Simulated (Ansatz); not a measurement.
Consider the cleavage of the Sb–Si bond: `[CH3][AlH][SiH2][SbH2]` + `CC(=N)O` → `C/C(O)=[N]\[SbH2]` + `[CH3][AlH][SiH3]`.

Isolated molecules relaxed with PBE0-D4/def2-TZVP in Ansatz; ΔE leaves out vibrations. CBS: MP2 limit from def2 TZ/QZ plus the TZ coupled-cluster correction, frozen cores. Functionals use def2-TZVPP. HSE06 is defined as in plane-wave codes. Elements past krypton have def2 core potentials. For Sb outer-core shells are correlated without core-valence functions, which leaves a few kJ/mol of doubt a bond. One conformer a species, not always the lowest.

`[CH3][AlH][SiH2][SbH2]`:

Z-matrix (Å, degrees):
```
C
Al 1 1.955
H 1 1.093 2 111.7
H 1 1.092 2 111.9 3 121.6
H 1 1.095 2 109.9 3 -119.1
Si 2 2.413 1 119.9 3 -143.2
Sb 2 3.159 1 109.1 3 -84.2
H 2 1.590 1 124.9 3 41.3
H 6 1.487 2 124.4 1 -6.5
H 6 1.487 2 123.9 1 -166.8
H 7 1.709 2 85.0 1 -18.7
H 7 1.763 2 39.7 1 75.7
```

`CC(=N)O`:

```xyz
9

C    -0.403   -0.621   -0.734
C     0.229    0.257    0.295
N    -0.316    0.918    1.224
O     1.566    0.301    0.150
H    -0.164   -0.250   -1.734
H     0.004   -1.632   -0.659
H    -1.483   -0.656   -0.611
H    -1.323    0.798    1.221
H     1.891    0.885    0.848
```

`C/C(O)=[N]\[SbH2]`:

```xyz
11

C    -0.008    0.928   -1.007
C    -0.729   -0.185   -0.311
O    -2.036   -0.218   -0.657
N    -0.284   -1.025    0.519
Sb    1.686   -1.127    1.018
H     0.314    1.671   -0.273
H     0.889    0.544   -1.501
H    -0.642    1.412   -1.747
H    -2.422   -0.948   -0.153
H     1.332   -1.568    2.630
H     1.900    0.517    1.482
```

`[CH3][AlH][SiH3]`:

Cartesian coordinates in Å:
```
C -1.697 0.112 0.864
Al 0.078 -0.654 0.588
Si 1.579 0.250 -1.141
H -1.813 0.442 1.903
H -1.915 0.960 0.213
H -2.467 -0.649 0.697
H 0.539 -1.880 1.495
H 1.849 1.701 -0.907
H 0.948 0.155 -2.491
H 2.899 -0.436 -1.221
```

CCSD(T)/CBS gives +81.3 kJ/mol.

(1) Another level gave +64.1 kJ/mol. Which?
A. r2SCAN-D4/def2-TZVPP
B. HF/def2-TZVPP
C. BLYP/def2-TZVPP
D. HSE06/def2-TZVPP

Largest T1 diagnostic among the species: 0.015.

Results:

(1) C. BLYP 64.1, HSE06 91.2, r2SCAN-D4 86.5, HF/def2-TZVPP 55.5 kJ/mol.

The D4 term adds +4.1 kJ/mol with B3LYP and +2.3 kJ/mol with PBE0; it sums over pairs of atoms, weighted by their polarisabilities, and B3LYP, whose exchange is more repulsive, gets the larger term. From r2SCAN to r2SCAN0 (25 % exact exchange), in def2-TZVPP and without D4, ΔE moves by +4.2 kJ/mol. Leaving LDA and LC-ωPBE aside and taking each functional with its dispersion term where it has one, the values, not all of them listed here, spread over 26.0 kJ/mol, from CAM-B3LYP-D4 to HSE06-D4. LDA lies +11.7 kJ/mol from PBE without D4.

B3LYP here is the variant with VWN-RPA as its local correlation; programs differ in this.
